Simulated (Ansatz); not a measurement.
Ru₂Br₆, relaxed as a triplet with UKS PBE-D4/def2-SVP in Ansatz, starting from the PBE-D4/def2-SVP geometry of the neutral singlet. Force threshold 0.03 eV/Å.

In the def2 sets Ru takes a core potential; there is no spin–orbit coupling. At PBE-D4/def2-SVP a singlet of charge 0 lies 0.09 eV below the triplet, each at its own geometry. The structure comes from a short search, and lower isomers may exist.

Start:

```csv
atom,x (Å),y (Å),z (Å)
Ru1,-0.4156,-0.1030,-0.9919
Ru2,0.4245,0.0890,0.9889
Br3,1.0909,-2.0220,1.8249
Br4,-2.3223,-1.5031,-0.9493
Br5,-1.0844,2.0186,-1.7950
Br6,1.1711,-1.0227,-2.4870
Br7,2.3102,1.5174,0.9508
Br8,-1.1744,1.0259,2.4586
```

Task: Estimate the energy that the relaxation releases and the steps that it takes.

Result: 0.21 eV, in 21 steps; 5.7 min on 4 threads of Arm Neoverse V2 on a shared host. The force fell under the threshold at step 5, but the optimiser went on and released 0.136 eV more. No frequencies were taken in this run, so the end may be a saddle point.

Task: Does the start keep its bonding and symmetry?

Result: By distances, no bond broke or formed. The bond that changes most is Ru1–Ru2, from 2.16 to 2.19 Å (atoms count from 1). Point group D3d at the start, C2h at the end, both within 0.05 Å.

Task: Predict the relaxed structure.

Result: 
```xyz
8

Ru   -0.287    0.016   -1.058
Ru    0.287   -0.016    1.058
Br    1.333   -2.083    1.561
Br   -2.179   -1.412   -0.991
Br   -1.335    2.082   -1.561
Br    1.216   -1.328   -2.305
Br    2.181    1.411    0.993
Br   -1.216    1.329    2.303
```
Bond lengths (bridged metal pairs left out): 6 × Br–Ru 2.37 Å; 1 × Ru–Ru 2.19 Å.
